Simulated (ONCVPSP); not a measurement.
**What the settings do to the ONCV potential of gallium (Ga)**

Base potential:

```
Element                 : Ga (Z = 31)
Generator               : ONCVPSP 4.0.1
Type                    : optimised norm-conserving Vanderbilt (ONCV)
Functional              : BLYP
Relativity              : scalar-relativistic
Frozen core             : [Ar] 3d10
Valence charge          : 3
Reference configuration : 4s2 4p1
Partial waves           : 4s: rc 1.75 bohr, ncon 4, nbas 7, qcut 3.2 1/bohr, local; 4p: rc 2.30 bohr, ncon 4, nbas 8, qcut 3.7 1/bohr, 2 projectors, debl 1.1 Ha
Local potential         : the s channel
Core correction         : none
```

All-electron outer shells of the reference configuration (BLYP, scalar-relativistic, ld1.x):

| shell | level (eV) | outermost node (bohr) | outermost maximum (bohr) |
| --- | --- | --- | --- |
| 3p | -98.64 | 0.24 | 0.56 |
| 3d | -19.04 | – | 0.53 |
| 4s | -8.91 | 0.81 | 1.87 |
| 4p | -2.51 | 0.87 | 2.53 |

Cutoffs, loose and tight: the cutoffs (Ha) at which the residual kinetic energy of the hardest occupied pseudo-wave falls to 1 and 0.1 mHa per electron. They do not see the model core or the augmentation charge, which bear on the density cutoff. Test errors are all-electron minus pseudo excitation energies from the reference, over the configurations 4s2 4p0; 4s1 4p0; 4s2 4p0.5; 4s1 4p1. A dash means not determined; rows that change the core or the reference have their own tests.

A true bound ghost makes a file unfit for plane-wave use even where its test errors are small: the radial tests pick states by their node count and pass the ghost by.

| change | outcome | cutoff, loose | cutoff, tight | bound ghosts | GHOST(+) flags above zero | largest test error (meV) |
| --- | --- | --- | --- | --- | --- | --- |
| base | generated | 15 Ha | 34 Ha | p | none | +182 |
| s: qcut 2 | generated | 31 Ha | 39 Ha | none | none | +183 |
| s: qcut 2.7 | generated | 28 Ha | 37 Ha | none | p | +182 |
| s: qcut 3.3 | generated | 14 Ha | 33 Ha | p | none | +182 |
| s: qcut 4 | generated | 7.5 Ha | 17 Ha | p | none | +183 |
| s: qcut 4.4 | generated | 7.8 Ha | 10.0 Ha | p | none | +183 |
| s: qcut 4.7 | failed: ERROR pspot: first pseudo wave function has node, program will stop | – | – | – | – | – |

(1) What comes out with this change to the base: s: qcut 2.4?

(2) What comes out with this change to the base: s: qcut 2.9?

(3) What comes out with this change to the base: s: qcut 3.6?

Results:

(1) outcome: generated; cutoff, loose: 30 Ha; cutoff, tight: 38 Ha; bound ghosts: none; GHOST(+) flags above zero: none; largest test error (meV): +182.

(2) outcome: generated; cutoff, loose: 25 Ha; cutoff, tight: 36 Ha; bound ghosts: none; GHOST(+) flags above zero: p; largest test error (meV): +182.

(3) outcome: generated; cutoff, loose: 8.0 Ha; cutoff, tight: 30 Ha; bound ghosts: p; GHOST(+) flags above zero: none; largest test error (meV): +183.

Reading the sweep of the qcut of the s channel (base included, trends over the rows without a ghost): The loose cutoff stays near 28 Ha. The median size of the test errors (rows with all tests solved) stays near 26.5 meV. Bound ghosts are found at 3.2, 3.3, 3.6, 4, 4.4 1/bohr. The generation fails at 4.7 1/bohr.
